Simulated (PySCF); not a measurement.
dithiopyranylidene (C10H8S2), SMILES C1=CSC=CC1=C1C=CSC=C1. Atoms are numbered in the order given.

```xyz
20

C      0.0000    -1.3356     2.8223
C      0.0000    -1.2332     1.4748
C      0.0000     0.0000     0.6988
C      0.0000     0.0000    -0.6988
C      0.0000    -1.2332    -1.4748
C      0.0000    -1.3356    -2.8223
S      0.0000     0.0000    -3.9564
C      0.0000     1.3356    -2.8223
C      0.0000     1.2332    -1.4748
C      0.0000     1.2332     1.4748
C      0.0000     1.3356     2.8223
S      0.0000     0.0000     3.9564
H      0.0000    -2.3123     3.3113
H      0.0000    -2.1828     0.9397
H      0.0000    -2.1828    -0.9397
H      0.0000    -2.3123    -3.3113
H      0.0000     2.3123    -3.3113
H      0.0000     2.1828    -0.9397
H      0.0000     2.1828     0.9397
H      0.0000     2.3123     3.3113
```

Coordinates come from a B3LYP-D3(BJ)/def2-SVP optimisation.

All values below come from HF/def2-SVP (PySCF).

Computed frontier levels, gap, dipole moment and polarisability:
| Item | Result |
|---|---|
| highest occupied level | -6.15 eV |
| lowest empty level | 1.79 eV |
| orbital gap | 7.94 eV |
| dipole moment | 0.00 D |
| quadrupole, principal values (traceless, Buckingham form, about the centre of nuclear charge) | -12.98, -7.63, 20.61 D·Å |
| mean static polarisability | 172.9 bohr³ (25.62 Å³) |
| polarisability, principal values | 58.7, 118.2, 341.7 bohr³ |
